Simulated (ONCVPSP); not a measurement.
# Ge (Z = 32) ONCV: all-electron and pseudo phase curves

ONCVPSP 4.0.1 input, shortened (lines: element, Z, core and valence counts, functional; n l f; lmax; l rc ep ncon nbas qcut; lloc lpopt rc5 dvloc0; l nproj debl; icmod fcfact rcfact), PBEsol, scalar-relativistic:

```
  Ge 32.00    6    1  -116133      upf
    1    0    2.00
    2    0    2.00
    2    1    6.00
    3    0    2.00
    3    1    6.00
    3    2   10.00
    4    0    1.00
    2
    0    1.45    0.00    4    7    5.20
    1    1.50    0.02    4    9    5.80
    2    1.35    0.18    4    9    7.40
    4    5    0.85    0.00
    0    2    0.40
    1    1    1.00
    2    3    0.50
    3    3.50    1.45
```

In the s channel the program set the typed energies aside and used -1.484, 0.250 Ha. In the p channel the program set the typed energies aside and used 0.050 Ha.

The phase is arctan(r·R′/R) of the radial function R(r), unwrapped; energies in Ha, scanned from -3 to 5 Ha. A pole is an energy at which the radial function vanishes at the test radius. The pseudo phase is shifted by a multiple of π to meet the all-electron one at the reference energy, and phase errors are pseudo minus all-electron; the curves can meet again beyond the range given. Levels narrower than the energy grid can be missing from the lists of poles. n/a: not evaluated, since a narrow level or a reset projector energy made the automatic matching unsafe.

A narrow feature of the pseudo curve, probably an extra level, lies near 0.28 Ha in the p channel; the grid steps over it, so the window and error are not given (n/a).

| channel | radius (bohr) | reference energy (Ha) | poles, all-electron | poles, pseudo | unbroken range about the reference energy with phases within 0.05 rad | phase error 1 Ha above the reference energy (rad) |
| --- | --- | --- | --- | --- | --- | --- |
| s | 1.48 | -1.48 | 3.13 | 3.16 | the whole range | +0.000 |
| p | 1.52 | 0.05 | 3.59 | 4.03 | n/a | n/a |
| d | 1.37 | 0.18 | -1.93 | -1.94 | the whole range | +0.000 |

Note: ghosts flagged at negative energy: s at -155.9 eV, d at -62.7 eV (a further GHOST(-) flag falls on a real empty level of the atom); GHOST(+) flagged for p at 9.1 eV. A true bound ghost makes a file unfit for plane-wave use.

Phases in the s channel:

```
E (Ha)  all-electron  pseudo
 -2.98         0.785   0.788
 -2.76         0.676   0.678
 -2.54         0.537   0.539
 -2.32         0.363   0.364
 -2.10         0.151   0.152
 -1.88        -0.087  -0.087
 -1.66        -0.329  -0.329
 -1.44        -0.550  -0.550
 -1.22        -0.734  -0.734
 -1.00        -0.882  -0.882
 -0.78        -0.998  -0.998
 -0.56        -1.090  -1.090
 -0.34        -1.164  -1.164
 -0.12        -1.224  -1.224
  0.10        -1.274  -1.274
  0.32        -1.315  -1.315
  0.54        -1.351  -1.351
  0.76        -1.381  -1.381
  0.98        -1.408  -1.408
  1.20        -1.432  -1.432
  1.42        -1.453  -1.453
  1.64        -1.472  -1.472
  1.86        -1.490  -1.489
  2.08        -1.506  -1.505
  2.30        -1.521  -1.520
  2.52        -1.535  -1.534
  2.74        -1.549  -1.548
  2.96        -1.561  -1.560
  3.18        -1.574  -1.572
  3.40        -1.586  -1.584
  3.62        -1.598  -1.595
  3.84        -1.609  -1.606
  4.06        -1.621  -1.617
  4.28        -1.633  -1.628
  4.50        -1.645  -1.639
  4.72        -1.657  -1.651
  4.94        -1.670  -1.662
```
